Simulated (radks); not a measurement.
Effect of the nuclear size on the cobalt ion Co+, [Ar] 3d8. Calculated with a radial shooting solver on a logarithmic mesh with Libxc functionals: Dirac Kohn-Sham, relativistic LDA (MacDonald-Vosko exchange, VWN5 correlation), spin-unpolarised, spherical densities, finite nucleus; open shells are shared between the two j in proportion to 2j + 1; Fermi nuclear charge, rms radius 3.7875 fm. The rms radius is varied about that value; shifts are against it.

| rms radius (fm) | total energy shift (eV) | density at nucleus (e/bohr^3) | 1s1/2 shift (meV) | 2s1/2 shift (meV) | 3s1/2 shift (meV) |
|---|---|---|---|---|---|
| 3.2345 | -0.0362 | 1.718e+04 | -15.3 | -1.41 | -0.211 |
| 3.6133 | -0.0120 | 1.709e+04 | -5.08 | -0.468 | -0.070 |
| 3.7875 | 0 | 1.705e+04 | 0.000 | 0.000 | 0.000 |
| 4.0375 | 0.0181 | 1.7e+04 | 7.68 | 0.709 | 0.106 |
| 4.3935 | 0.0459 | 1.694e+04 | 19.4 | 1.79 | 0.268 |

Slopes of the eigenvalues against <r^2> in GHz/fm^2, as finite differences over the two radii next to the reference (eigenvalue slopes, not the field-shift constants of lines): 1s1/2 951, 2s1/2 87.7, 3s1/2 13.1.
